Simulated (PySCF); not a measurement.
C₆ coefficients of unlike pairs at UHF

Calculated with PySCF 2.14 from the dipole response of each species, C₆(A,B) = (3/π) ∫ α_A(iu) α_B(iu) du, in atomic units, from isotropic polarisabilities. For ions this is the dispersion term alone; charge-induced terms of lower order in 1/R come first.

```json
{"species": "Zr²⁺", "configuration": "[Kr] 4d2 (3F)", "basis": "def2-QZVPPD with the def2 core potential (28 electrons) (7s5p4d3f2g)", "relativity": "core potential", "α (bohr³)": "11.20", "C₆ (like pair)": "55.68"}
{"species": "Li⁺", "configuration": "1s2 (1S)", "basis": "aug-cc-pVTZ-DK (5s4p3d2f)", "relativity": "spin-free X2C", "α (bohr³)": "0.1196", "C₆ (like pair)": "0.02596"}
{"species": "B³⁺", "configuration": "1s2 (1S)", "basis": "dyall-acv3z (15s9p4d2f)", "relativity": "spin-free X2C", "α (bohr³)": "0.01953", "C₆ (like pair)": "0.002577"}
{"species": "Te³⁺", "configuration": "[Kr] 4d10 5s2 5p1 (2P)", "basis": "aug-cc-pwCVTZ-DK3 with one added diffuse shell each of s, p, d, f type (11s10p8d5f1g)", "relativity": "spin-free X2C", "α (bohr³)": "11.39", "C₆ (like pair)": "61.43"}
```

Task: Estimate C₆ for Te³⁺ with B³⁺.

Result: The integral gives 0.2384. The combination rule 2 C_A C_B / (C_A α_B/α_A + C_B α_A/α_B) gives 0.1968 and the geometric mean 0.3979.

No spin-orbit coupling is included.

The other pairs:

```
      pair        C₆
  B³⁺, Li⁺  0.006666
 B³⁺, Zr²⁺    0.2179
 Li⁺, Zr²⁺     1.051
 Te³⁺, Li⁺     1.102
Te³⁺, Zr²⁺     58.35
```
